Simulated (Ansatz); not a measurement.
Z-matrix (Å, degrees):
```
C
C 1 1.533
H 1 1.096 2 112.6
H 1 1.098 2 111.4 3 120.1
H 1 1.096 2 111.7 3 -120.9
Al 2 1.980 1 108.3 3 56.7
C 2 1.526 1 110.6 3 -176.0
H 2 1.099 1 107.3 3 -58.2
C 6 1.980 2 121.2 1 88.3
C 6 1.979 2 120.3 1 -90.6
H 7 1.094 2 111.7 1 -63.9
H 7 1.098 2 111.4 1 55.4
H 7 1.094 2 112.4 1 175.7
C 9 1.527 6 114.2 2 -44.2
C 9 1.532 6 109.7 2 80.5
H 9 1.099 6 106.7 2 -163.4
C 10 1.526 6 114.4 2 -5.8
C 10 1.531 6 111.1 2 -132.6
H 10 1.102 6 104.9 2 112.2
H 14 1.094 9 112.5 6 -60.0
H 14 1.095 9 111.7 6 60.4
H 14 1.098 9 111.4 6 179.7
H 15 1.095 9 112.5 6 57.5
H 15 1.095 9 111.6 6 -63.3
H 15 1.098 9 111.4 6 177.6
H 17 1.095 10 111.5 6 -63.5
H 17 1.094 10 112.3 6 56.5
H 17 1.098 10 111.7 6 177.2
H 18 1.094 10 112.4 6 -54.1
H 18 1.096 10 111.6 6 66.4
H 18 1.097 10 111.6 6 -174.6
```

The species carries charge 0 and has multiplicity 1.

Question: List the PBE/def2-TZVPP orbital energies in eV (the Gaussian-basis code of Ansatz). (Estimate.)

Answer: Ansatz gave: Occupied: -1505.47, -268.65, -268.60, -268.57, -268.52, -268.50, -268.47, -268.31, -268.29, -268.29, -105.80, -67.96, -67.66, -67.65, -19.14, -18.97, -18.95, -16.70, -16.65, -16.63, -13.96, -13.74, -13.67, -11.10, -10.82, -10.72, -10.66, -10.27, -10.23, -9.68, -9.62, -9.52, -9.11, -9.07, -9.04, -8.05, -8.03, -7.98, -7.95, -7.86, -7.77, -7.33, -5.36, -5.33. Lowest empty: -1.39, -0.40, 0.54, 0.67, 1.03, 1.37, 1.50, 1.52.
